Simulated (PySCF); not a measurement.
**Electron correlation in Ga (gallium, neutral)**

[Ar] 3d10 4s2 4p1, 2P determinant. Calculation: PySCF 2.14, in cc-pVDZ-PP with ECP10MDF; scalar relativity through the core potential. Frozen: 3s2 3p6 3d10; 3 electrons correlated.

MP2 pair energies summed by pair of shells (mhartree):

| pair | energy | share (%) |
| --- | --- | --- |
| 4s-4s | -17.46 | 61.0 |
| 4s-4p | -11.15 | 39.0 |

Total MP2 correlation energy: -28.61 mhartree.

Same-spin part -2.17 and opposite-spin part -26.44 mhartree; SCS-MP2 scales them by 1/3 and 6/5 to -32.45 mhartree.

| level | correlation energy (mhartree) |
| --- | --- |
| CCSD | -43.04 |
| (T) | -0.47 |
| CCSD(T) | -43.51 |

Diagnostics: T1 = 0.010, D1 = 0.0256, largest double amplitude 0.089.

Cost of the coupled-cluster step: 0.07 s of wall time on 1 thread of Neoverse-V2 (shared host), for 3 correlated electrons.

Iterations:

```
CC2 = 0
CCSD nocc = (np.int64(2), np.int64(1)), nmo = (14, 14)
frozen orbitals [[0, 1, 2, 3, 4, 5, 6, 7, 8], [0, 1, 2, 3, 4, 5, 6, 7, 8]]
max_cycle = 100
direct = 0
conv_tol = 1e-08
conv_tol_normt = 1e-06
diis_space = 8
diis_start_cycle = 0
Init t2, MP2 energy = -0.0286144486192599
Init E_corr(UCCSD) = -0.0286144486194369
cycle = 1  E_corr(UCCSD) = -0.037848894882043  dE = -0.00923444626  norm(t1,t2) = 0.0546301
cycle = 2  E_corr(UCCSD) = -0.0409872675501577  dE = -0.00313837267  norm(t1,t2) = 0.0223129
cycle = 3  E_corr(UCCSD) = -0.0430438621032996  dE = -0.00205659455  norm(t1,t2) = 0.0100367
cycle = 4  E_corr(UCCSD) = -0.0430270177419334  dE = 1.68443614e-05  norm(t1,t2) = 0.00134373
cycle = 5  E_corr(UCCSD) = -0.0430432970503439  dE = -1.62793084e-05  norm(t1,t2) = 0.000165216
cycle = 6  E_corr(UCCSD) = -0.043037929717691  dE = 5.36733265e-06  norm(t1,t2) = 2.79041e-05
cycle = 7  E_corr(UCCSD) = -0.043040618130827  dE = -2.68841314e-06  norm(t1,t2) = 8.97982e-06
cycle = 8  E_corr(UCCSD) = -0.0430396678262204  dE = 9.50304607e-07  norm(t1,t2) = 3.98771e-06
cycle = 9  E_corr(UCCSD) = -0.0430397066567498  dE = -3.88305294e-08  norm(t1,t2) = 3.20972e-07
cycle = 10  E_corr(UCCSD) = -0.0430397141381163  dE = -7.48136648e-09  norm(t1,t2) = 5.13785e-08
UCCSD converged
E(UCCSD) = -258.3338118787808  E_corr = -0.04303971413811626
UCCSD(T) correction = -0.000467789845863724
```
